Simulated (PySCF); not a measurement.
A structure optimised at PBE-D3(BJ)/def2-SVP, used in a PySCF frequency run:

```
Ti
F 1 1.7494
F 1 1.7499 2 101.44
F 1 1.7730 2 116.23 3 -107.09
F 1 1.7730 2 116.23 3 107.09
O 1 2.3335 2 84.16 3 180.00
H 6 0.9777 1 104.13 2 125.12
H 6 0.9777 7 104.98 4 -114.05
```

Task: Write its SMILES, formula and point group.

Result: [OH2]->[Ti]([F])([F])([F])[F], F4H2OTi, Cs

Task: What are its rotational constants (standard atomic weights)?

Result: 2.9119, 2.0743, 2.0366 GHz
